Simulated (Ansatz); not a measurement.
Worked example: ideal-gas entropy of CH2BrF (bromofluoromethane)

A singlet with charge 0, relaxed at r2SCAN/def2-TZVP (Ansatz 0.2.0):

```xyz
5

F     0.6911    1.1748    0.1646
C     0.1540   -0.0706    0.0794
Br   -1.5547   -0.0134   -0.8604
H     0.8103   -0.7138   -0.5032
H    -0.0507   -0.4507    1.0782
```

Harmonic wavenumbers in cm⁻¹: 311, 632, 943, 1078, 1245, 1327, 1487, 3082, 3170.

Masses in u: F 18.998, C 12.011, Br 79.904, H 1.008. Take T = 298.15 K, p = 1 bar, R = 8.3145 J/(mol K), kT/hc = 207.22 cm⁻¹, rigid rotor and harmonic oscillator.

Q: Compute the standard molar entropy.

A: 
1. Translation (Sackur–Tetrode): S = R[3/2 ln M + 5/2 ln T − 1.1517] with M = 112.929 gives 167.8 J/(mol K).
2. Rotation: principal moments 12.593, 136.561, 145.817 u Å² give A, B, C = 1.3386, 0.1234, 0.1156 cm⁻¹; the symmetry number is σ = 1; q = (√π/σ)√((kT/hc)³/ABC) = 38261; S = R(ln q + 3/2) = 100.2.
3. Vibration: with u = ν̃/207.22, each mode gives R[u/(eᵘ − 1) − ln(1 − e⁻ᵘ)]; the sum is 8.4, most from 311 cm⁻¹ (5.7), 632 cm⁻¹ (1.7), 943 cm⁻¹ (0.5).
4. Electronic: R ln 1 = 0.0, from the spin multiplicity alone.
5. Sum: 167.8 + 100.2 + 8.4 + 0.0 = 276.4 J/(mol K).

The tabulated value is 276.3 J/(mol K) (CRC Handbook of Chemistry and Physics): the model is off by +0.1.
